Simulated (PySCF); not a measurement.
C₄H₇NO, SMILES C(=O)/C(=N/C)C. Atoms are numbered in the order given.

```xyz
13

C      1.8192    -1.3434    -0.5492
N      1.0813    -0.1019    -0.6611
C     -0.0047     0.0239    -0.0077
C     -0.6488    -0.9861     0.9019
C     -0.6969     1.3510    -0.1924
O     -1.7334     1.6496     0.3441
H      1.2178    -2.2014    -0.9004
H      2.7352    -1.2929    -1.1546
H      2.1044    -1.5529     0.4976
H     -1.5790    -0.5761     1.3163
H      0.0290    -1.2524     1.7293
H     -0.8758    -1.9147     0.3531
H     -0.1466     2.0348    -0.8827
```

Coordinates come from a ωB97X-D3(BJ)/def2-SVP optimisation. The structure was generated by enumeration; whether it is a known compound was not checked. The values are those of a single conformer.

Two levels are set side by side: PBE/pcSseg-1 (PySCF) and KT2/pcSseg-1 (PySCF). GIAO shifts against H2O (¹⁷O), NH3 (¹⁵N), TMS (¹H), TMS (¹³C) at the same level; non-relativistic, no solvent, atoms listed together averaged. Differences are taken from unrounded values.

| quantity | KT2 |
|---|---|
| δ(¹³C) of C1 (ppm) | 44.5 |
| δ(¹⁵N) of N2 (ppm) | 403.3 |
| δ(¹³C) of C3 (ppm) | 168.7 |
| δ(¹³C) of C4 (ppm) | 10.3 |
| δ(¹³C) of C5 (ppm) | 185.8 |
| δ(¹⁷O) of O6 (ppm) | 625.5 |
| δ(¹H) of H13 (ppm) | 9.12 |

Problem. What does PBE give, and how far is it from KT2? (Estimate from the structure and the level; the computed values follow.)

Solution. 
| quantity | PBE | PBE minus KT2 |
|---|---|---|
| δ(¹³C) of C1 (ppm) | 46.1 | 1.6 |
| δ(¹⁵N) of N2 (ppm) | 434.4 | 31.1 |
| δ(¹³C) of C3 (ppm) | 178.7 | 10.0 |
| δ(¹³C) of C4 (ppm) | 11.3 | 0.9 |
| δ(¹³C) of C5 (ppm) | 198.4 | 12.6 |
| δ(¹⁷O) of O6 (ppm) | 679.7 | 54.2 |
| δ(¹H) of H13 (ppm) | 9.49 | 0.37 |

Rough cost on one machine, each run with all the roots and properties that it gave: KT2 against PBE within a factor of 2.
